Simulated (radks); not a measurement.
The numbers below are computed, except where a source is named.
These are the eigenvalues of the occupied orbitals of an atom or ion with whole-number occupations (hartree). Code: a radial shooting solver on a logarithmic mesh with Libxc functionals. Model: scalar-relativistic Kohn-Sham, PBE, spin-polarised, spherical densities, point nucleus.

orbital  eigenvalue
1s up     -431.0431
1s down   -431.0398
2s up     -54.99212
2s down   -54.99075
2p up     -48.26415
2p down   -48.26127
3s up      -7.34893
3s down    -7.34464
3p up      -5.26819
3p down    -5.26320
3d up      -1.85014
3d down    -1.84208
4s up      -0.88512
4s down    -0.81622
4p up      -0.51740

Which element is it, and in what charge state? The configuration may be excited. Open shells, if any, are filled with parallel spins first.

Answer. Z = 33, arsenic, charge +1: As+ in [Ar] 3d10 4s2 4p2. The list shows which subshells hold electrons but not how many an open one holds; the 1s level, -431.04 hartree, gives Z - s = 29.4 by -(Z - s)^2/2, which with screening and relativity narrows Z to a few neighbours, and the depths of the outer levels then fix element, charge and occupations together.
